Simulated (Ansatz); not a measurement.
`CS[SiH2][GeH3]` + HI → `CS[SiH2]I` + GeH₄ at 400 K and 1 bar (cleavage of the Si–Ge bond).

Computed with Ansatz on PBE0-D4/def2-TZVP structures; ΔE is electronic, products minus reactants. CBS: MP2 limit from def2 TZ/QZ plus the TZ coupled-cluster correction, frozen cores. Elements past krypton have def2 core potentials. For Ge, I outer-core shells are correlated without core-valence functions, which leaves a few kJ/mol of doubt a bond. Scalar relativity is left out up to krypton. One conformer a species, not always the lowest.

| species | CCSD(T)/CBS energy (Eh) | H − E (kJ/mol) | S (J/(mol·K)) |
| --- | --- | --- | --- |
| `CS[SiH2][GeH3]` | -2805.84917 | 247.7 | 428.0 |
| HI | -298.03592 | 25.7 | 215.0 |
| `CS[SiH2]I` | -1025.41950 | 181.8 | 393.5 |
| GeH₄ | -2078.49493 | 93.6 | 231.8 |

H − E and S are ideal-gas, rigid-rotor, harmonic terms from PBE0-D4/def2-TZVP, for one conformer and one mirror image of each species. 1 Eh = 2625.50 kJ/mol, R = 8.31446 J/(mol·K).

Question: By hand: ΔE, ΔH, ΔS and ΔG.

Answer: ΔE = (-1025.41950) + (-2078.49493) − (-2805.84917) − (-298.03592) = -0.02934 Eh = -77.0 kJ/mol. Δ(H − E) = 181.8 + 93.6 − 247.7 − 25.7 = 2.0, so ΔH = -75.0 kJ/mol. ΔS = 393.5 + 231.8 − 428.0 − 215.0 = -17.7 J/(mol·K). ΔG = -75.0 − 400 × (-17.7)/1000 = -67.9 kJ/mol.

Question: By hand: the equilibrium constant, and the temperature at which ΔG would vanish if ΔH and ΔS stayed fixed.

Answer: log₁₀ K = −ΔG/(RT ln 10) = 8.9. ΔG = 0 at ΔH/ΔS = 4237 K, far beyond where these terms or the molecules hold.

ΔH outweighs TΔS. A doubt of 5 kJ/mol in ΔE shifts log₁₀ K by 0.7 here. Other conformers and mirror images would add mixing entropy, several J/(mol·K) or more a flexible species. Modes under 60 cm⁻¹, often nearly free rotors, make the harmonic entropy too high. These are equilibria of isolated gas molecules and say nothing of rates. Largest T1 diagnostic: 0.012 (customary marks: 0.02 for closed shells, 0.045 for open ones).
